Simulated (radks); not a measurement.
The platinum anion Pt2-, [Hg], held by a Watson sphere: a shell of charge +2.49 at radius R that stands for the Madelung well of a crystal (potential energy -2.49/R inside, -2.49/r outside, in hartree with lengths in bohr). All-electron calculation, scalar-relativistic Kohn-Sham, LDA (Slater exchange, VWN5 correlation), spin-polarised, spherical densities, finite nucleus; Fermi nuclear charge, rms radius of each element as measured or else 0.836 A^(1/3) + 0.57 fm. Program: a radial shooting solver on a logarithmic mesh with Libxc functionals. Response by self-consistent Sternheimer equations with the Hartree and adiabatic LDA kernel, the relativistic mass of each level held fixed and spin-orbit coupling left out. The sphere does not respond.

| R (bohr) | e(5p) (eV) | e(6s) (eV) | e(5d) (eV) | <r> 5d (bohr) | sum of <r^2> (bohr^2) | X-ray form factor at sin(theta)/lambda = 0.2 1/angstrom | alpha (bohr^3) |
|---|---|---|---|---|---|---|---|
| 3.12 | -57.969 | -10.187 | -8.960 | 1.825 | 80.43 | 66.156 | 51.01 |
| 3.91 | -56.316 | -8.473 | -7.060 | 1.877 | 87.73 | 66.096 | 74.93 |
| 3.93 | -56.278 | -8.432 | -7.018 | 1.878 | 87.90 | 66.096 | 75.64 |
| 4.05 | -56.060 | -8.192 | -6.774 | 1.884 | 88.96 | 66.095 | 80.04 |
| 5.04 | -54.524 | -6.477 | -5.097 | 1.924 | 97.39 | 66.117 | 126.1 |
| 5.09 | -54.458 | -6.403 | -5.026 | 1.925 | 97.81 | 66.118 | 129.0 |
| 5.84 | -53.579 | -5.411 | -4.095 | 1.948 | 104.1 | 66.139 | 181.2 |
| 6.24 | -53.188 | -4.968 | -3.686 | 1.959 | 107.6 | 66.147 | 217.9 |
